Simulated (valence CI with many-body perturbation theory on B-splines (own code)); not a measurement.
## E1 transitions of Tc²⁸⁺

Computed by valence CI with perturbative core correlation (CI+MBPT): five valence electrons over a frozen Dirac-Fock core [Ne], radial functions for each j: 11 s, 11 p, 10 d, 8 f, 5 g, 2 h, with the one-electron correlation potential Σ1 (screened to all orders), the two-electron term Σ2, the three-electron term Σ3, Breit, model QED; selected single and double excitations, second order for the rest, scaled by the run's own slope (own B-spline code, finite nucleus).

The last digits are not significant, and no measured levels were compared; by estimate large intervals hold to a few tenths of a per cent, small ones and those within an open d or f shell to about a per cent. Among the levels kept, up to 3800 cm⁻¹ of a level comes from second order outside the variational space, and about a tenth of that is noise between levels of different J, which matters for small intervals.

Lines 201 to 250 of 583 in falling wavelength, among levels below 329.82 eV, chosen from the strongest by gf and those to the six lowest levels. Wavelengths and rates use the calculated energies. Electric multipoles are in the length gauge, E1 and E2 with the static RPA response of the core. Weak lines are less certain than strong ones. Lines between different terms over intervals too small for the method are left out, as are lines whose strength nearly cancels. Where a level lies close to another of its J and parity, the split of strength between their lines is uncertain. The highest levels of a list are the least certain.

Names give the largest LS component (configuration and term), which can be under half, so a name can repeat, a term be missing and a line seem to break the LS rules; names also repeat where a configuration has a term twice. Letters in brackets count levels of one name in rising energy.

| λ vac (nm) | Upper | Lower | A (s⁻¹) | S (a.u.) |
| --- | --- | --- | --- | --- |
| 9.727 | 3s2 3p2 3d 2G_7/2 | 3s2 3p3 2D°_5/2 | 2.59e+10 | 9.41e-02 |
| 9.726 | 3s2 3p 3d2 2F°_5/2 | 3s2 3p2 3d 2D_5/2 [d] | 1.16e+10 | 3.16e-02 |
| 9.720 | 3s2 3p2 3d 4P_5/2 | 3s2 3p3 2D°_5/2 | 2.97e+10 | 8.08e-02 |
| 9.717 | 3s2 3p 3d2 2G°_7/2 | 3s2 3p2 3d 2F_7/2 [b] | 2.01e+10 | 7.28e-02 |
| 9.715 | 3s 3p3 3d 2D°_5/2 [e] | 3s2 3p2 3d 2F_7/2 [b] | 1.63e+10 | 4.43e-02 |
| 9.710 | 3s 3p3 3d 4D°_3/2 [b] | 3s 3p4 4P_1/2 | 2.63e+10 | 4.75e-02 |
| 9.698 | 3s 3p3 3d 2F°_5/2 [e] | 3s2 3p2 3d 2D_5/2 [c] | 2.25e+10 | 6.07e-02 |
| 9.697 | 3s2 3p2 3d 2D_3/2 [a] | 3s2 3p3 2P°_1/2 | 2.60e+10 | 4.69e-02 |
| 9.683 | 3s 3p4 2D_5/2 | 3s2 3p3 4S°_3/2 | 5.79e+08 | 1.56e-03 |
| 9.673 | 3s 3p3 3d 4D°_7/2 [d] | 3s2 3p2 3d 4D_7/2 | 2.88e+10 | 1.03e-01 |
| 9.671 | 3s 3p3 3d 4D°_7/2 [a] | 3s 3p4 4P_5/2 | 5.72e+09 | 2.04e-02 |
| 9.654 | 3s 3p3 3d 4S°_3/2 [b] | 3s 3p4 2D_5/2 | 4.97e+10 | 8.84e-02 |
| 9.641 | 3s 3p3 3d 2P°_3/2 [c] | 3s2 3p2 3d 2P_1/2 [a] | 5.59e+10 | 9.88e-02 |
| 9.632 | 3s 3p3 3d 2F°_7/2 [c] | 3s2 3p2 3d 4P_5/2 | 1.08e+10 | 3.79e-02 |
| 9.621 | 3s2 3p 3d2 2F°_7/2 [c] | 3s2 3p2 3d 2G_9/2 | 1.40e+10 | 4.93e-02 |
| 9.620 | 3s 3p3 3d 4D°_1/2 [d] | 3s2 3p2 3d 4D_3/2 | 5.38e+10 | 4.73e-02 |
| 9.612 | 3s 3p3 3d 2F°_5/2 [c] | 3s2 3p2 3d 2G_7/2 | 5.85e+10 | 1.54e-01 |
| 9.612 | 3s 3p3 3d 4D°_3/2 [d] | 3s2 3p2 3d 4D_3/2 | 1.91e+10 | 3.35e-02 |
| 9.600 | 3s 3p3 3d 4D°_5/2 [c] | 3s2 3p2 3d 4F_7/2 | 7.87e+10 | 2.06e-01 |
| 9.595 | 3s2 3p 3d2 2F°_7/2 [e] | 3s2 3p2 3d 2D_5/2 [d] | 2.60e+11 | 9.08e-01 |
| 9.594 | 3s 3p3 3d 4G°_5/2 | 3s 3p4 4P_5/2 | 3.75e+08 | 9.81e-04 |
| 9.591 | 3s 3p3 3d 2S°_1/2 [c] | 3s2 3p2 3d 2D_3/2 [b] | 7.84e+10 | 6.83e-02 |
| 9.587 | 3s2 3p 3d2 2D°_5/2 [b] | 3s2 3p2 3d 2D_5/2 [d] | 2.14e+10 | 5.57e-02 |
| 9.573 | 3s2 3p 3d2 4F°_3/2 | 3s2 3p2 3d 4D_5/2 | 2.46e+10 | 4.26e-02 |
| 9.572 | 3s2 3p 3d2 4D°_3/2 [c] | 3s2 3p2 3d 2D_5/2 [b] | 1.42e+10 | 2.45e-02 |
| 9.568 | 3s2 3p 3d2 2F°_5/2 | 3s2 3p2 3d 2D_3/2 [c] | 1.25e+11 | 3.24e-01 |
| 9.565 | 3s2 3p 3d2 2D°_3/2 [b] | 3s2 3p2 3d 2D_5/2 [d] | 2.01e+10 | 3.47e-02 |
| 9.563 | 3s2 3p 3d2 4D°_3/2 [c] | 3s2 3p2 3d 2D_3/2 [b] | 7.89e+10 | 1.36e-01 |
| 9.561 | 3s2 3p 3d2 4G°_5/2 [b] | 3s 3p4 2D_5/2 | 1.24e+10 | 3.22e-02 |
| 9.555 | 3s 3p3 3d 4F°_3/2 [b] | 3s 3p4 2D_3/2 | 1.94e+10 | 3.33e-02 |
| 9.543 | 3s 3p3 3d 4D°_3/2 [a] | 3s 3p4 4P_5/2 | 2.38e+09 | 4.08e-03 |
| 9.532 | 3s 3p3 3d 2P°_3/2 [d] | 3s2 3p2 3d 2D_3/2 [a] | 1.58e+10 | 2.71e-02 |
| 9.525 | 3s 3p3 3d 2F°_5/2 [b] | 3s2 3p2 3d 4D_3/2 | 2.21e+10 | 5.64e-02 |
| 9.499 | 3s 3p3 3d 2F°_5/2 [e] | 3s2 3p2 3d 2F_7/2 [b] | 1.11e+10 | 2.81e-02 |
| 9.498 | 3s 3p3 3d 4F°_7/2 [c] | 3s2 3p2 3d 4F_5/2 | 8.20e+09 | 2.78e-02 |
| 9.494 | 3s 3p3 3d 2F°_5/2 [a] | 3s2 3p2 3d 2F_5/2 | 1.13e+10 | 2.86e-02 |
| 9.494 | 3s2 3p 3d2 4D°_7/2 [a] | 3s2 3p2 3d 2G_9/2 | 6.87e+10 | 2.32e-01 |
| 9.473 | 3s 3p3 3d 2F°_5/2 [d] | 3s2 3p2 3d 2G_7/2 | 4.60e+10 | 1.16e-01 |
| 9.471 | 3s2 3p2 3d 2P_3/2 [a] | 3s2 3p3 4S°_3/2 | 6.19e+08 | 1.04e-03 |
| 9.465 | 3s2 3p 3d2 4G°_9/2 [a] | 3s2 3p2 3d 4F_7/2 | 6.03e+10 | 2.52e-01 |
| 9.463 | 3s 3p3 3d 2D°_5/2 [a] | 3s 3p4 4P_3/2 | 3.63e+10 | 9.12e-02 |
| 9.463 | 3s 3p3 3d 2P°_1/2 [c] | 3s2 3p2 3d 2S_1/2 | 1.84e+11 | 1.54e-01 |
| 9.443 | 3s2 3p2 3d 2P_3/2 [b] | 3s2 3p3 2D°_5/2 | 1.10e+11 | 1.83e-01 |
| 9.432 | 3s2 3p 3d2 4G°_5/2 [a] | 3s2 3p2 3d 4F_3/2 | 2.31e+10 | 5.74e-02 |
| 9.427 | 3s2 3p2 3d 2P_3/2 [c] | 3s2 3p3 2P°_3/2 | 4.15e+10 | 6.86e-02 |
| 9.423 | 3s2 3p 3d2 2F°_7/2 [d] | 3s2 3p2 3d 2D_5/2 [c] | 2.43e+10 | 8.03e-02 |
| 9.412 | 3s2 3p 3d2 2D°_3/2 [b] | 3s2 3p2 3d 2D_3/2 [c] | 1.18e+11 | 1.94e-01 |
| 9.412 | 3s2 3p 3d2 4D°_3/2 [c] | 3s2 3p2 3d 2P_1/2 [c] | 7.44e+10 | 1.22e-01 |
| 9.410 | 3s2 3p 3d2 2F°_7/2 [a] | 3s2 3p2 3d 4D_5/2 | 3.27e+10 | 1.07e-01 |
| 9.402 | 3s2 3p 3d2 2F°_7/2 [c] | 3s2 3p2 3d 2F_7/2 [a] | 1.83e+10 | 6.01e-02 |
